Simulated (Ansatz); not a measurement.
Total energies of CH₅AlClN, SMILES `[NH2][AlH][CH2]Cl`.

```xyz
9

N     0.802    0.595    1.482
Al   -0.467    0.505    0.258
C    -0.433   -0.975   -1.023
Cl    0.306    0.105   -2.302
H     1.555   -0.064    1.594
H     0.928    1.374    2.108
H    -1.592    1.610    0.200
H     0.264   -1.798   -0.875
H    -1.364   -1.352   -1.442
```

The species carries charge 0 and has multiplicity 1. All single points use the PBE0-D4/def2-TZVP geometry. It is one conformer, not always the lowest. Basis def2-TZVPP, the Gaussian-basis code of Ansatz.

RPA on PBE orbitals: Hartree–Fock energy of these orbitals -796.69751 Eh, correlation -1.10742 Eh (frozen core).

```tsv
functional	kind	energy without D4 (Eh)	D4 term (kJ/mol)
LDA (SPW92)	LDA	-795.21130	–
PBE	GGA	-798.14206	-16.8
BLYP	GGA	-798.55201	-36.4
r2SCAN	meta-GGA	-798.48078	-4.1
B97M-V	meta-GGA with VV10	-798.41072	–
HSE06 (plane-wave form)	screened hybrid	-798.19349	-13.3
BHLYP	global hybrid, 50 %	-798.53715	-21.7
CAM-B3LYP	range-separated hybrid	-798.56622	-14.5
ωB97X-V	range-separated hybrid GGA with VV10	-798.45694	–
B2PLYP	double hybrid	-798.26627	–
```

Q: Give the same for revPBE, PBE0, B3LYP, r2SCANh, r2SCAN0, LC-ωPBE, ωB97M-V, PBE-QIDH. (An estimate is asked.)

A: The calculation gave: 
| functional | kind | energy without D4 (Eh) | D4 term (kJ/mol) |
| --- | --- | --- | --- |
| revPBE | GGA | -798.42532 | -48.0 |
| PBE0 | global hybrid, 25 % exact exchange | -798.21274 | -14.2 |
| B3LYP | global hybrid, 20 % | -798.63826 | -27.1 |
| r2SCANh | meta-GGA hybrid, 10 % | -798.47281 | -4.4 |
| r2SCAN0 | meta-GGA hybrid, 25 % | -798.46171 | -4.8 |
| LC-ωPBE | long-range corrected hybrid | -798.32811 | – |
| ωB97M-V | range-separated hybrid meta-GGA with VV10 | -798.50880 | – |
| PBE-QIDH | double hybrid | -798.02935 | – |

B3LYP takes the VWN-RPA correlation (the form of Gaussian; ORCA's B3LYP/G). HSE06 is the plane-wave form, built on full-range PBE exchange. The double hybrids freeze the cores in their second-order part.

LC-ωPBE has ω = 0.4 bohr⁻¹.
